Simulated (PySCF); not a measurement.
HO$_{4}$Re, triplet, geometry from GFN2-xTB (such geometries of metal compounds can be far from the true shape) (the multiplicity is a formal guess) (core potentials on Re); DF-PBE0/def2-TZVP run with PySCF.

Here is a job for PySCF.
```python
from pyscf import gto, scf, dft

mol = gto.Mole()
mol.atom = '''
    Re    0.01596475   -0.01455193   -0.11213261
    O     1.13316379    0.83995704   -0.98404227
    O     0.48841121   -0.31615502    1.61161311
    O    -0.48108850   -1.36603858   -0.92758806
    O    -1.15039449    0.86979573    1.09360555
    H    -1.11809237    0.87092139    2.06123907
'''
mol.basis = 'def2-tzvp'
mol.ecp = {'Re': 'def2-tzvp'}
mol.spin = 2
mol.verbose = 4
mol.build()

mf = dft.UKS(mol)
mf.xc = 'pbe0'
mf.conv_tol_grad = 1e-3
mf = mf.density_fit(auxbasis='def2-universal-jkfit')
mf.kernel()
```

The log (banner, timings and long lists left out):

```
PySCF version 2.14.0

[INPUT] verbose = 4
[INPUT] num. atoms = 6
[INPUT] num. electrons = 48
[INPUT] charge = 0
[INPUT] spin (= nelec alpha-beta = 2S) = 2
[INPUT] symmetry False subgroup None
[INPUT] Mole.unit = angstrom
[INPUT] Symbol           X                Y                Z      unit          X                Y                Z       unit  Magmom
[INPUT]  1 Re     0.015964750000  -0.014551930000  -0.112132610000 AA    0.030169005147  -0.027499162284  -0.211899922533 Bohr   0.0
[INPUT]  2 O      1.133163790000   0.839957040000  -0.984042270000 AA    2.141369217374   1.587288762000  -1.859570385295 Bohr   0.0
[INPUT]  3 O      0.488411210000  -0.316155020000   1.611613110000 AA    0.922963423067  -0.597446400706   3.045507396659 Bohr   0.0
[INPUT]  4 O     -0.481088500000  -1.366038580000  -0.927588060000 AA   -0.909125506678  -2.581438791790  -1.752887389817 Bohr   0.0
[INPUT]  5 O     -1.150394490000   0.869795730000   1.093605550000 AA   -2.173930521309   1.643675714016   2.066614977804 Bohr   0.0
[INPUT]  6 H     -1.118092370000   0.870921390000   2.061239070000 AA   -2.112888361266   1.645802903126   3.895177319553 Bohr   0.0

nuclear repulsion = 230.776914124278
number of shells = 62
number of NR pGTOs = 258
number of NR cGTOs = 170
basis = def2-tzvp
ecp = {'Re': 'def2-tzvp'}

******** <class 'pyscf.df.df_jk.DFUKS'> ********
method = DFUKS
initial guess = minao
damping factor = 0
level_shift factor = 0
DIIS = <class 'pyscf.scf.diis.CDIIS'>
diis_start_cycle = 1
diis_space = 8
diis_damp = 0
SCF conv_tol = 1e-09
SCF conv_tol_grad = 0.001
SCF max_cycles = 50
direct_scf = False
number electrons alpha = 25  beta = 23
XC library pyscf.dft.libxc version 7.1.2
    S. Lehtola, C. Steigemann, M. J. T. Oliveira, and M. A. L. Marques,  SoftwareX 7, 1–5 (2018)
XC functionals = pbe0
    C. Adamo and V. Barone,  J. Chem. Phys. 110, 6158 (1999)
    M. Ernzerhof and G. E. Scuseria,  J. Chem. Phys. 110, 5029 (1999)
radial grids:
    Treutler-Ahlrichs [JCP 102, 346 (1995); DOI:10.1063/1.469408] (M4) radial grids

becke partition: Becke, JCP 88, 2547 (1988); DOI:10.1063/1.454033
pruning grids: <function nwchem_prune>
grids dens level: 3
symmetrized grids: False
atomic radii adjust function: <function treutler_atomic_radii_adjust>
small_rho_cutoff = 0
tot grids = 90448
******** <class 'pyscf.df.df.DF'> ********
auxbasis = def2-universal-jkfit
init E= -359.211110638087

cycle= 1 E= -378.928798578787  delta_E= -19.7  |g|= 1.36  |ddm|= 6.73
cycle= 2 E= -373.22380899158  delta_E=  5.7  |g|= 3.92  |ddm|= 3.33
cycle= 3 E= -379.417786251204  delta_E= -6.19  |g|= 0.688  |ddm|= 2.83
cycle= 4 E= -379.541192743539  delta_E= -0.123  |g|= 0.426  |ddm|= 0.574
cycle= 5 E= -379.608209248652  delta_E= -0.067  |g|= 0.091  |ddm|= 0.262
cycle= 6 E= -379.610225872317  delta_E= -0.00202  |g|= 0.057  |ddm|= 0.0786
cycle= 7 E= -379.611412222739  delta_E= -0.00119  |g|= 0.024  |ddm|= 0.0388
cycle= 8 E= -379.611670377874  delta_E= -0.000258  |g|= 0.0046  |ddm|= 0.0172
cycle= 9 E= -379.611700281649  delta_E= -2.99e-05  |g|= 0.00218  |ddm|= 0.00849
cycle= 10 E= -379.611706425483  delta_E= -6.14e-06  |g|= 0.000807  |ddm|= 0.00427
cycle= 11 E= -379.611707292649  delta_E= -8.67e-07  |g|= 0.000412  |ddm|= 0.00165
cycle= 12 E= -379.611707409895  delta_E= -1.17e-07  |g|= 0.00039  |ddm|= 0.000705
cycle= 13 E= -379.611707472834  delta_E= -6.29e-08  |g|= 0.000127  |ddm|= 0.000257
cycle= 14 E= -379.611707477483  delta_E= -4.65e-09  |g|= 0.000154  |ddm|= 0.000157
cycle= 15 E= -379.611707490733  delta_E= -1.32e-08  |g|= 3.06e-05  |ddm|= 0.000145
cycle= 16 E= -379.611707492185  delta_E= -1.45e-09  |g|= 2.25e-05  |ddm|= 6.9e-05
cycle= 17 E= -379.611707492581  delta_E= -3.96e-10  |g|= 1.05e-05  |ddm|= 3.41e-05
Extra cycle  E= -379.611707492454  delta_E= 1.27e-10  |g|= 2.28e-05  |ddm|= 1.84e-05
converged SCF energy = -379.611707492454  <S^2> = 2.009962  2S+1 = 3.006634
```
